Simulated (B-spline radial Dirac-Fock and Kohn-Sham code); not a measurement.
**Diagram lines of Lu⁺**

System: the Lu⁺ ion, configuration [Xe] 4f14 6s2.

The computed values come from a radial atomic solver: Dirac-Fock (average of configuration) total-energy differences with a finite nucleus, the Breit interaction including its frequency dependence, and self-energy and vacuum-polarisation corrections. A line energy is the difference of two single-hole energies; the list is a selection of electric-dipole transitions between resolved j subshells. The model has no electron correlation.

| line | energy (eV) | wavelength (Å) |
| --- | --- | --- |
| K-N3 | 62945.7 | 0.19697 |
| K-N2 | 62891.6 | 0.19714 |
| K-M3 | 61281.4 | 0.20232 |
| K-M2 | 61042.5 | 0.20311 |
| K-L3 | 54064.9 | 0.22932 |
| K-L2 | 52960.0 | 0.23411 |
| L1-O3 | 10851.2 | 1.1426 |
| L1-N3 | 10513.3 | 1.1793 |
| L1-N2 | 10459.2 | 1.1854 |
| L2-N4 | 10141.5 | 1.2225 |
| L2-N1 | 9836.8 | 1.2604 |
| L3-O1 | 9182.4 | 1.3502 |
| L3-N5 | 9046.4 | 1.3705 |
| L3-N4 | 9036.6 | 1.3720 |
| L1-M3 | 8849.1 | 1.4011 |
| L3-N1 | 8731.9 | 1.4199 |
| L2-M4 | 8709.1 | 1.4236 |
| L1-M2 | 8610.2 | 1.4400 |
| L2-M1 | 7851.1 | 1.5792 |
| L3-M5 | 7655.2 | 1.6196 |
| L3-M4 | 7604.2 | 1.6305 |
| L3-M1 | 6746.2 | 1.8378 |
| M3-N5 | 1829.9 | 6.7756 |
| M4-N6 | 1634.1 | 7.5873 |
| M5-N7 | 1584.5 | 7.8249 |
| M5-N6 | 1583.1 | 7.8320 |
| M5-N3 | 1225.6 | 10.117 |
| M4-N2 | 1222.6 | 10.141 |
